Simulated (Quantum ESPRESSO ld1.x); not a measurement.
ld1.x (Quantum ESPRESSO 7.5) input

```
 &input
    zed=67.0,
    iswitch=1,
    rel=1,
    dft='PBE',
    config='[Kr] 4d10 4f8 5s2',
    verbosity='high',
    prefix='ld1',
    max_out_wfc=37,
    file_charge='ld1.rho',
 /
```

Command: `OMP_NUM_THREADS=1 ld1.x < ld1.in > ld1.out`

Standard output:

```
     Program LD1 v.7.5 starts

     --------------------------- All-electron run ----------------------------

     scalar relativistic calculation

     atomic number is 67.00
     dft =PBE   lsd =0 sic =0 latt =0  beta=0.20 tr2=1.0E-14
     Exchange-correlation= PBE
                           (   1   4   3   4   0   0   0)
     mesh =2103 r(mesh) = 100.61561 a.u. xmin = -8.00 dx = 0.00800
     1 Ry =  13.60569312 eV, c = 137.03599908

     n l     nl                  e(Ry)          e(Ha)          e(eV)
     1 0     1S 1( 2.00)   -4094.444442714   -2047.222221357 -55707.7545967
     2 0     2S 1( 2.00)    -697.391714791    -348.695857395  -9488.4976580
     2 1     2P 1( 6.00)    -619.503869563    -309.751934782  -8428.7795378
     3 0     3S 1( 2.00)    -167.420788041     -83.710394020  -2277.8758645
     3 1     3P 1( 6.00)    -143.620909213     -71.810454606  -1954.0620168
     4 0     4S 1( 2.00)     -44.846950909     -22.423475454   -610.1738516
     4 1     4P 1( 6.00)     -36.960743102     -18.480371551   -502.8765282
     3 2     3D 1(10.00)    -113.447233501     -56.723616751  -1543.5282447
     4 2     4D 1(10.00)     -26.289239163     -13.144619582   -357.6833205
     4 3     4F 1( 8.00)     -14.425289717      -7.212644858   -196.2660651
     5 0     5S 1( 2.00)     -16.353578967      -8.176789484   -222.5017769

     final scf error:  2.2E-15 reached in  38 iterations

     Etot =  -25160.599228 Ry,  -12580.299614 Ha, -342327.391882 eV

     Ekin =   27220.453312 Ry,   13610.226656 Ha,  370353.134433 eV
     Encl =  -60822.916919 Ry,  -30411.458460 Ha, -827537.942447 eV
     Eh   =    8968.029590 Ry,    4484.014795 Ha,  122016.258514 eV
     Exc  =    -526.165210 Ry,    -263.082605 Ha,   -7158.842382 eV

     normalization and overlap integrals

     s(1S/1S) =  1.000000  <r> =   0.0207  <r2> =    0.0006  r(max) =   0.0131
     s(1S/2S) = -0.025465
     s(1S/3S) = -0.011082
     s(1S/4S) = -0.005377
     s(1S/5S) = -0.002557
     s(2S/2S) =  1.000000  <r> =   0.0881  <r2> =    0.0092  r(max) =   0.0745
     s(2S/3S) = -0.006994
     s(2S/4S) = -0.003244
     s(2S/5S) = -0.001528
     s(2P/2P) =  1.000000  <r> =   0.0781  <r2> =    0.0074  r(max) =   0.0605
     s(2P/3P) = -0.005603
     s(2P/4P) = -0.002462
     s(3S/3S) =  1.000000  <r> =   0.2298  <r2> =    0.0603  r(max) =   0.2108
     s(3S/4S) = -0.002308
     s(3S/5S) = -0.001052
     s(3P/3P) =  1.000000  <r> =   0.2288  <r2> =    0.0607  r(max) =   0.2075
     s(3P/4P) = -0.001966
     s(4S/4S) =  1.000000  <r> =   0.5159  <r2> =    0.3002  r(max) =   0.4845
     s(4S/5S) = -0.000718
     s(4P/4P) =  1.000000  <r> =   0.5452  <r2> =    0.3375  r(max) =   0.5042
     s(3D/3D) =  1.000000  <r> =   0.2078  <r2> =    0.0507  r(max) =   0.1699
     s(3D/4D) = -0.001426
     s(4D/4D) =  1.000000  <r> =   0.5838  <r2> =    0.3934  r(max) =   0.5206
     s(4F/4F) =  1.000000  <r> =   0.6646  <r2> =    0.5314  r(max) =   0.5042
     s(5S/5S) =  1.000000  <r> =   1.1129  <r2> =    1.3779  r(max) =   1.0526

     ------------------------ End of All-electron run ------------------------
```

Run on one thread of a shared host, so times are rough (Intel(R) Xeon(R) Processor @ 2.60GHz): 0.52 s of CPU time, 2.2 s wall, 38 iterations on 2103 mesh points.
